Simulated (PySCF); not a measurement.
## How methods differ on the excitation energy of Sr

Sr [Kr] 5s2 (1S) → Sr [Kr] 5s1 6s1 (3S), as a difference of total energies. All numbers are calculated (PySCF 2.14, scalar relativity by spin-free X2C-1e, in aug-cc-pVQZ-X2C). Correlated levels: valence: [Kr] frozen. The calculations carry no spin-orbit coupling.

| method | excitation energy (eV) | error (eV) |
| --- | --- | --- |
| UHF | 2.811 | -0.789 |
| MP2 (valence) | 3.270 | -0.330 |
| SCS-MP2 (valence) | 3.410 | -0.190 |
| CCSD (valence) | 3.391 | -0.209 |

Reference: 3.600 eV (measured; NIST levels).

Errors of the correlated levels include the incompleteness of this basis and the frozen core.

With two correlated electrons CCSD is exact in that space.
